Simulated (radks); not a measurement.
Lu VI, 66 electrons, occupied as [Kr] 4d10 4f(5/2: 6, 7/2: 7) 5s2 5p(1/2: 2, 3/2: 3) (not the ground configuration).

All-electron calculation, Dirac Kohn-Sham, PBE, spin-unpolarised, spherical densities, finite nucleus; Fermi nuclear charge, rms radius 5.37 fm. Program: a radial shooting solver on a logarithmic mesh with Libxc functionals.

Energy parts (eV):
total: -396553.46
kinetic: 441922.15
electron-nucleus: -981702.04
Hartree: 151387.36
exchange-correlation: -8160.93

Orbitals (lengths in bohr, moments of r in powers of bohr):
| orbital | occ. | eigenvalue (eV) | <r^2> | <r^4> |
|---|---|---|---|---|
| 1s1/2 | 2 | -63210.59 | 0.0005123 | 7.076e-07 |
| 2s1/2 | 2 | -10809.50 | 0.007862 | 0.0001076 |
| 2p1/2 | 2 | -10321.86 | 0.005641 | 0.00006533 |
| 2p3/2 | 4 | -9204.401 | 0.006850 | 0.00009204 |
| 3s1/2 | 2 | -2501.757 | 0.05159 | 0.004025 |
| 3p1/2 | 2 | -2285.679 | 0.04753 | 0.003580 |
| 3p3/2 | 4 | -2047.339 | 0.05423 | 0.004618 |
| 3d3/2 | 4 | -1680.013 | 0.04236 | 0.003187 |
| 3d5/2 | 6 | -1627.978 | 0.04421 | 0.003446 |
| 4s1/2 | 2 | -551.6062 | 0.2577 | 0.09662 |
| 4p1/2 | 2 | -463.5183 | 0.2674 | 0.1070 |
| 4p3/2 | 4 | -409.1554 | 0.3041 | 0.1384 |
| 4d3/2 | 4 | -264.1369 | 0.3374 | 0.1849 |
| 4d5/2 | 6 | -254.1790 | 0.3516 | 0.2008 |
| 5s1/2 | 2 | -122.2058 | 1.433 | 2.977 |
| 5p1/2 | 2 | -96.3668 | 1.721 | 4.395 |
| 5p3/2 | 3 | -88.2567 | 1.963 | 5.695 |
| 4f5/2 | 6 | -75.8946 | 0.5666 | 0.7596 |
| 4f7/2 | 7 | -74.2689 | 0.5844 | 0.8106 |

The highest occupied level is 4f7/2 at -74.269 eV. Summed over all electrons, <r^2> = 26.32 bohr^2, which gives a Langevin (diamagnetic) susceptibility term of -20.8 x 10^-6 cm^3/mol.
